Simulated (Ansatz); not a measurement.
Molecule: C₄H₄OSe, charge 0, multiplicity 1. 
Geometry from a B3LYP-D3(BJ)/def2-TZVP (Ansatz, an electronic-structure program) optimisation:
```xyz
10

O      2.6561    -0.8820     0.0764
C      1.3229    -0.5798     0.0452
C      0.2909    -1.5727     0.0837
C     -0.9716    -1.0782     0.0436
Se    -0.9797     0.7858    -0.0517
C      0.8887     0.7063    -0.0256
H      2.7672    -1.8370     0.1264
H      0.5055    -2.6332     0.1404
H     -1.8927    -1.6364     0.0613
H      1.4980     1.5927    -0.0637
```

Parts of the frozen-core correlation energy in aug-cc-pVTZ (Ansatz, hartree). Frozen orbitals: 19; correlated occupied orbitals by spin: 16 and 16; virtual: 346 and 346. No spin-orbit coupling. Non-relativistic. The restricted reference is unstable.

```
term                             value
-------------------------  -----------
reference (HF)             -2628.59806
MP2 opposite-spin           (withheld)
MP2 same-spin               (withheld)
CCSD correlation            (withheld)
(T)                           -0.05694
T1 diagnostic                    0.014
largest doubles amplitude        0.038
```

**Question.** Fill in the missing entries.

**Answer.** 
- MP2 opposite-spin, value: -0.77870
- MP2 same-spin, value: -0.26729
- CCSD correlation, value: -1.06325
